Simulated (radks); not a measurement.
Isoelectronic series with 60 electrons, all held in the configuration [Xe] 4f4 6s2, which need not be the ground one along the series. Method: scalar-relativistic Kohn-Sham, r2SCAN, spin-polarised, spherical densities, finite nucleus; open shells are filled with parallel spins first (spin-orbit coupling, left out, can overturn this in heavy ions); meta-GGA in the generalised Kohn-Sham scheme; Fermi nuclear charge, rms radius of each element as measured or else 0.836 A^(1/3) + 0.57 fm; computed with a radial shooting solver on a logarithmic mesh with Libxc functionals. Total energies (hartree) and mean radii <r> (bohr) (* marks an orbital that is empty in some or all of the ions):

ion,E (hartree),4f down*,6s down,6s up,4f up
Pm+,-10020.8836,0.9780,3.797,3.702,0.9350
Sm2+,-10426.5435,0.8692,3.304,3.245,0.8447
Eu3+,-10841.6835,0.7966,2.965,2.923,0.7798
Gd4+,-11266.3205,0.7415,2.709,2.677,0.7288
Tb5+,-11700.5546,0.6970,2.506,2.480,0.6869
Dy6+,-12144.3149,0.6597,2.339,2.317,0.6514
Ho7+,-12597.8102,0.6276,2.197,2.179,0.6206
Er8+,-13061.0198,0.5995,2.075,2.060,0.5935
